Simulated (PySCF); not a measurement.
# Electric field gradients and quadrupole coupling constants

Compound: C4H6F2O2Si.
Numbering: `[O:1]=[CH:2][O:3][C@H:4]([SiH3:5])/[C:6]([F:7])=[CH:8]/[F:9]` (hydrogens: H10 on C2; H11 on C4; H12, H13, H14 on Si5; H15 on C8)

Structure used (GFN2-xTB), in Å, numbered top down from 1:
```xyz
15
C4H6F2O2Si angstrom
O     -1.9791    0.5146    0.7933
C     -1.4338    1.4266    0.2324
O     -0.4211    1.3352   -0.5820
C      0.1206    0.0267   -0.8059
Si    -1.0415   -1.4622   -0.2957
C      1.4216   -0.1149   -0.1009
F      2.1233   -1.1833   -0.5258
C      1.8788    0.6516    0.8795
F      3.0472    0.4240    1.4982
H     -1.7455    2.4764    0.3427
H      0.3095   -0.0296   -1.8812
H     -0.3796   -2.5541   -1.0291
H     -0.9267   -1.7465    1.1239
H     -2.3418   -1.2770   -0.9253
H      1.3636    1.5207    1.2540
```

Field gradients from the PBE0/pcSseg-1 density (PySCF, non-relativistic), principal values in atomic units, ordered |Vxx| ≤ |Vyy| ≤ |Vzz|:

```csv
atom,Vxx,Vyy,Vzz
O1,0.6190,0.8087,-1.4277
O3,-0.5991,-1.0276,1.6267
```

Q: Find the asymmetry η = (Vxx − Vyy)/Vzz and the couplings χ = eQV/h (234.96 MHz × Q in barn × V in au), with Q(17O) = −0.0256 b.

A: 
```
atom                 environment  nucleus     η  χzz (MHz)  χxx (MHz)  χyy (MHz)
  O1       ester carbonyl oxygen      17O  0.13       8.59      -3.72      -4.86
  O3  ester single-bonded oxygen      17O  0.26      -9.79       3.60       6.18
```

Q: What is Vzz at O1 in SI units (1 au = 9.71736 × 10²¹ V/m²)?

A: -1.4277 au = -13.873 × 10²¹ V/m².

Q: What couplings would deuterons (Q(2H) = 0.00286 b) have in place of the hydrogens, at this geometry?

A: 
| atom | bonded to | bond length (Å) | Vzz (au) | η | χzz (kHz) |
| --- | --- | --- | --- | --- | --- |
| H10 | C2 | 1.101 | 0.2772 | 0.03 | 186 |
| H11 | C4 | 1.093 | 0.2925 | 0.09 | 197 |
| H12 | Si5 | 1.473 | 0.1535 | 0.03 | 103 |
| H13 | Si5 | 1.452 | 0.1702 | 0.05 | 114 |
| H14 | Si5 | 1.456 | 0.1673 | 0.04 | 112 |
| H15 | C8 | 1.077 | 0.3253 | 0.14 | 219 |

The structure is a single GFN2-xTB conformer in the gas phase; no vibrational or solvent corrections. GFN2-xTB bond lengths can be off by several hundredths of an ångström, more for odd bonds, and the gradients follow them. The small basis limits the accuracy of the gradients.
